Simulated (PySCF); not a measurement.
MgSe and its ions

r²SCAN; PySCF, scalar-relativistic core potentials, basis sets Mg aug-cc-pVDZ, Se aug-cc-pVDZ-PP with ECP10. Neutral (UKS): singlet (closed shell), Re = 2.267 Å, ωe = 432 cm⁻¹, De = 2.04 eV, HOMO -4.91 eV, LUMO -4.26 eV.

MgSe⁻ (UKS): doublet (σ ↑), Re = 2.353 Å, ωe = 381 cm⁻¹, De = 2.23 eV to Mg + Se⁻. The energies at the minima are -573.09794 hartree for MgSe and -573.18070 for MgSe⁻.

(1) Work out the adiabatic electron affinity, without and with harmonic zero-point energies (1 hartree = 27.2114 eV, 1 eV = 8065.5 cm⁻¹), and the change of the bond length.

Spin–orbit coupling is left out. For an ion De counts to the pair picked by the measured ionisation energies or electron affinities, which need not be the lowest pair at this level. States were picked by a PBE0 search and need not be the measured ground states.

Answers

(1) At r²SCAN: 0.08276 hartree = 2.252 eV between the minima; the zero-point term (432.0 − 381.0)/2 cm⁻¹ = +0.003 eV makes it 2.255 eV. Re changes by +8.6 pm against the neutral. The electron enters a σ orbital; the charge polarises the partner, so the anion is bound more strongly.
